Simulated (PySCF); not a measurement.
This PySCF input asks for the NMR shieldings of `C[N+](C)(C)[AlH3-]`, C3H12AlN; the geometry comes from PBE0-D3(BJ)/def2-TZVP.

```python
import basis_set_exchange as bse
import numpy as np
from pyscf import gto, dft
from pyscf.prop import nmr

atoms = """
C    -0.580848   -0.814383    1.100384
N    -0.201502    0.000604   -0.058851
C    -0.135070   -0.834659   -1.263019
C    -1.168553    1.086944   -0.250752
Al    1.645514    0.824952    0.284385
H    -1.564581   -1.271608    0.944881
H    -0.610425   -0.183147    1.988429
H     0.165248   -1.594709    1.249659
H     0.176481   -0.221201   -2.108339
H    -1.112356   -1.282593   -1.475704
H     0.601973   -1.623220   -1.112133
H    -2.171810    0.683993   -0.430545
H    -1.183814    1.715274    0.639737
H    -0.862002    1.693837   -1.102580
H     1.327685    1.667527    1.614005
H     2.516189   -0.514010    0.454587
H     1.834215    1.652583   -1.079000
"""
names = dict.fromkeys(["C", "N", "Al", "H"], "pcSseg-2")
basis = {el: gto.basis.parse(bse.get_basis(n, elements=[el], fmt="nwchem")) for el, n in names.items()}
mol = gto.M(atom=atoms, basis=basis, charge=0, verbose=0)
mf = dft.RKS(mol, xc="GGA_XC_KT3")
mf.grids.level = 2
mf.grids.alignment = dft.numint.BLKSIZE   # the property module wants whole blocks of grid points
mf.conv_tol = 1e-9
mf.kernel()

calc = nmr.RKS(mf)   # GIAO
sigma = calc.kernel()   # uncoupled for a functional without exact exchange
for i, s in enumerate(sigma):   # ppm
    w = np.linalg.eigvalsh((s + s.T) / 2)
    print("%2d %-2s iso %8.1f  s11 %8.1f  s22 %8.1f  s33 %8.1f" % (i, mol.atom_pure_symbol(i), w.mean(), *w))
```

Q: What does it print?

A: 
```
 0 C  iso    133.5  s11    109.0  s22    110.2  s33    181.2
 1 N  iso    212.6  s11    191.4  s22    223.0  s33    223.4
 2 C  iso    133.5  s11    109.0  s22    110.3  s33    181.2
 3 C  iso    133.4  s11    109.0  s22    110.1  s33    181.2
 4 Al iso    422.5  s11    408.0  s22    408.1  s33    451.3
 5 H  iso     29.8  s11     26.8  s22     27.2  s33     35.3
 6 H  iso     28.8  s11     25.0  s22     26.9  s33     34.4
 7 H  iso     28.8  s11     25.0  s22     26.9  s33     34.4
 8 H  iso     28.8  s11     25.0  s22     26.9  s33     34.4
 9 H  iso     29.8  s11     26.8  s22     27.2  s33     35.3
10 H  iso     28.8  s11     25.0  s22     26.9  s33     34.4
11 H  iso     29.8  s11     26.8  s22     27.2  s33     35.3
12 H  iso     28.7  s11     25.0  s22     26.9  s33     34.3
13 H  iso     28.8  s11     25.0  s22     26.9  s33     34.3
14 H  iso     27.6  s11     24.7  s22     26.6  s33     31.5
15 H  iso     27.6  s11     24.7  s22     26.6  s33     31.5
16 H  iso     27.6  s11     24.7  s22     26.6  s33     31.5
```

These numbers come from an equivalent density-fitted implementation of the same equations, which agrees with the script to about 0.01 ppm for H and up to a few tenths of a ppm for heavy atoms, so last digits may differ.

Q: Turn these shieldings into chemical shifts. References, each an isolated molecule treated in the same way: 13C (σref 183.24), 1H (σref 31.63) vs TMS; 15N (σref 261.05) against NH3; 27Al (σref 499.61) vs AlH4-.

A: Averaging equivalent atoms: C 0/2/3: 49.8; N 1: 48.4; Al 4: 77.2; H 14/15/16: 4.03; H 5/6/7/8/9/10/11/12/13: 2.54 ppm. Experimental scales use liquid or dissolved standards, which lie at an offset from isolated NH3 (liquid NH3: subtract about 20 ppm).

Size and cost of the density-fitted run: 355 basis functions, 50 s wall time on 1 thread of an AMD EPYC 9R45 96-Core, shared host; peak memory 1.3 GiB.
